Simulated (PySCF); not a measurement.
# Radial density of Si⁺ (silicon, charge +1)

BP86, [Ne] 3s1 3p2, 3s spin antiparallel (an excited configuration). Calculation: PySCF 2.14, in def2-QZVPPD; the non-relativistic Hamiltonian (point nucleus).

```tsv
r (bohr)	4πr²ρ (e/bohr)	4πr²(ρα − ρβ)
0.00225	0.1055	-0.0003
0.00378	0.2859	-0.0009
0.00636	0.7526	-0.0023
0.0107	1.885	-0.0058
0.0180	4.347	-0.0132
0.0303	8.735	-0.0253
0.0509	13.97	-0.0334
0.0857	15.56	-0.0080
0.144	11.26	0.0706
0.242	10.55	0.1077
0.408	14.31	0.0231
0.686	8.133	-0.0032
1.15	1.816	0.0259
1.94	1.522	0.3741
3.26	0.5529	0.3090
5.49	0.02330	0.0194
9.23	6.682e-05	0.0001
```

With the s spin flipped the determinant is a mixture of two multiplicities, not a spectroscopic state.
